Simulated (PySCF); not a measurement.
Spectra and structures to be paired. Method used: PySCF 2.14.0, density-fitted response routines, TDDFT wB97X-D/def2-SVPD, vertical, gas phase, core orbitals frozen in the response. Geometries: PBE0-D3(BJ)/def2-SVP; one conformer of each isolated species. Triplets are in the Tamm–Dancoff approximation.

A. `C[C@H]1C=NCC1`
B. `[C-]#[N+]C(C)(C)C`
C. `C(C)(S(Cl)(=O)=O)C`

Lowest singlet levels (six at most, fewer where fewer were computed) with oscillator strengths:

1. 8.03 eV (f 0.000); 8.20 eV (f 0.122 summed over 2 states); 8.33 eV (f 0.007 summed over 2 states); 9.02 eV (f 0.049); 9.25 eV (f 0.147 summed over 2 states); 10.12 eV (f 0.701) [of 10 roots; the last level is left out, as the window may have cut its degenerate partner]; T1 6.05 eV
2. 5.56 eV (f 0.004); 6.03 eV (f 0.004); 6.26 eV (f 0.078); 6.35 eV (f 0.002); 7.28 eV (f 0.011); 7.54 eV (f 0.172); T1 4.92 eV
3. 5.39 eV (f 0.002); 7.34 eV (f 0.191); 7.61 eV (f 0.009); 8.11 eV (f 0.003); 8.39 eV (f 0.000); 8.45 eV (f 0.022)

**Question.** Match each spectrum to its molecule.

**Answer.** 1 = B, 2 = C, 3 = A.
- A: S1 at 5.39 eV, HOMO→LUMO (92%); Löwdin shares by element: HOMO nitrogen 58%, carbon 28% or more; LUMO carbon 38% or more, nitrogen 32%, hydrogen 6% or more (atoms not listed hold the other 23%); HOMO -9.26 and LUMO 1.77 eV.
- B: S1 at 8.03 eV, HOMO-2/HOMO-1→LUMO+1/LUMO+2 (≥72%); Löwdin shares by element: HOMO carbon 81% or more, nitrogen 16%; LUMO carbon 44% or more, hydrogen 7% or more (atoms not listed hold the other 48%); HOMO -10.51 and LUMO 2.08 eV; point group C3v, 1 of its 9 listed states under f = 0.0005.
- C: S1 at 5.56 eV, HOMO→LUMO (96%); Löwdin shares by element: HOMO chlorine 53%, oxygen 44%; LUMO chlorine 41%, sulfur 28%, oxygen 21%; HOMO -11.02 and LUMO -0.27 eV; point group Cs.

A slash joins orbitals within 0.01 eV of each other, whose weights are summed (≥ marks a lower bound).
